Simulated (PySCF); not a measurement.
## UHF on V (vanadium, neutral)

Configuration: [Ar] 3d3 4s1 4p1, one real determinant (an excited configuration). Calculation: PySCF 2.14, in x2c-TZVPPall with one added diffuse shell each of s, p, d, f type (7s6p5d3f1g, 80 functions); the spin-free X2C one-electron Hamiltonian (Gaussian nucleus).

```
Total energy                                                  : -948.095797 hartree
One-electron energy                                           : -1300.3946 hartree
Hartree (Coulomb) energy                                      : 396.9644 hartree
Exchange energy                                               : -44.6656 hartree
⟨S²⟩                                                          : 8.7522
⟨L²⟩                                                          : 14.025
Sum of ⟨r⟩                                                    : 22.12 bohr
Sum of ⟨r²⟩                                                   : 51.80 bohr²
Traceless quadrupole moment −½Σ⟨3z² − r²⟩ along its main axis : -10.2 e·bohr²
Langevin diamagnetic susceptibility                           : -41.0 ×10⁻⁶ cm³/mol
```

| shell | electrons | mean orbital energy (eV) | spread (eV) | rms radius, mean of both spins (bohr) |
| --- | --- | --- | --- | --- |
| 1s α | 1 | -5521.4 | 0 | 0.0768 |
| 1s β | 1 | -5521.3 | 0 | 0.0768 |
| 2s α | 1 | -659.16 | 0 | 0.332 |
| 2s β | 1 | -657.45 | 0 | 0.332 |
| 2p α | 3 | -547.72 | 0.063 | 0.303 |
| 2p β | 3 | -546.05 | 0.043 | 0.303 |
| 3s α | 1 | -91.689 | 0 | 1.02 |
| 3s β | 1 | -85.649 | 0 | 1.02 |
| 3p α | 3 | -59.697 | 0.038 | 1.11 |
| 3p β | 3 | -52.492 | 0.266 | 1.11 |
| 3d α | 3 | -14.755 | 0.195 | 1.52 |
| 4s α | 1 | -8.797 | 0 | 3.63 |
| 4p α | 1 | -4.895 | 0 | 4.63 |

⟨L²⟩ = 14.03 against 20 for a pure G term, so this real determinant mixes terms.

Densities and radii are taken from the X2C orbitals without a picture-change correction, which distorts them close to the nucleus.

Spin-orbit constants ζ (cm⁻¹) from the X2C one-electron operator on these orbitals: bare nucleus, nucleus screened by l(l+1)(2l+1)/3 electrons, and screened by the Breit-Pauli mean field of the electrons.

```
shell   bare  screened nucleus  mean field
   2p  40600             37070       35440
   3p   4575              4177        3966
   3d  348.4             196.9       170.6
   4p  191.9             175.2       164.9
```

To first order the Landé constant is A = 33.83 cm⁻¹, so the lowest level has J = 3/2 and lies 0.0524 eV below the centre of the term. This holds in LS coupling only.
